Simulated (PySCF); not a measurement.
C4H8F2Si.
Atom-mapped SMILES: `[F:1][C@@H:2]1[CH2:3][SiH2:4][C@H:5]([F:6])[CH2:7]1`

Structure used (GFN2-xTB), in Å, numbered top down from 1:
```
atom  x, y, z in Å
F1    -1.505   -2.040    0.277
C2    -0.714   -0.933    0.519
C3    -1.387    0.332   -0.008
Si4    0.032    1.588   -0.204
C5     1.386    0.221   -0.035
F6     2.359    0.312   -1.019
C7     0.639   -1.103   -0.165
H8    -0.591   -0.891    1.609
H9    -1.836    0.096   -0.974
H10   -2.194    0.644    0.650
H11    0.090    2.218   -1.519
H12    0.116    2.546    0.899
H13    1.935    0.267    0.912
H14    1.194   -1.941    0.259
H15    0.471   -1.309   -1.224
```

NICS = −σ at a ghost point: NICS(0) at the centroid of the ring atoms, NICS(1) 1 Å to either side along the normal of their mean plane, zz for the tensor component along that normal. Level: GIAO PBE0/pcSseg-1 (PySCF, non-relativistic, gas phase) on the GFN2-xTB geometry, one conformer.

Ring bond lengths (Å), with Mayer bond orders in brackets: C2–C3 1.526 (1.01), C3–Si4 1.905 (0.91), Si4–C5 1.932 (0.86), C5–C7 1.526 (1.01), C7–C2 1.525 (1.00).

**Question.** Give the NICS values of each ring in ppm.

**Answer.** 
```csv
ring,type,NICS(0),"NICS(1), two faces","NICS(1)zz, two faces",rms pucker (Å),"centre to ring atoms, mean (Å)"
C2–C3–Si4–C5–C7,5-membered ring with Si; formal bonds all single,-5.2,-2.1 / -5.6,2.8 / -3.6,0.19,1.40
```

**Question.** What do they say, and how far can they be read as aromaticity?

**Answer.** 
- C2–C3–Si4–C5–C7: mean NICS(1)zz -0.4 ppm, near zero. C2, C3, Si4, C5, C7 have four or more neighbours, so the value isn't read as a sign of a π ring current. The two faces differ by 6.4 ppm, so no symmetry operation interchanges them.

**Question.** At the second NICS(1) probe listed for ring C2–C3–Si4–C5–C7, 1 Å off the ring, what do the in-plane components average?

**Answer.** The isotropic value is a third of the trace: (3 × -5.6 − (-3.6))/2 = -6.6 ppm.

**Question.** What are the shieldings of the ring atoms and their hydrogens in the same run (means over atoms taken as equivalent)?

**Answer.** 
```tsv
atoms	environment	σ isotropic (ppm)
C2	sp3 C–F carbon	93.2
C3	sp3 carbon bound to silicon	168.2
Si4	SiH2 silicon	385.6
C5	sp3 C–F carbon	98.3
C7	ring CH2 carbon	141.5
H8	methine hydrogen	26.88
H9	methylene hydrogen	30.17
H10	methylene hydrogen	30.12
H11	Si–H hydrogen	27.30
H12	Si–H hydrogen	27.49
H13	methine hydrogen	26.46
H14	methylene hydrogen	28.79
H15	methylene hydrogen	29.53
```

The run took 48 s wall (grids of density and orbitals included) on Arm Neoverse N1, one thread, shared host with 64 logical CPUs at a one-minute load of 58, and the process peaked at 0.75 GiB of memory. This is the whole shielding run at PBE0/pcSseg-1, SCF included.
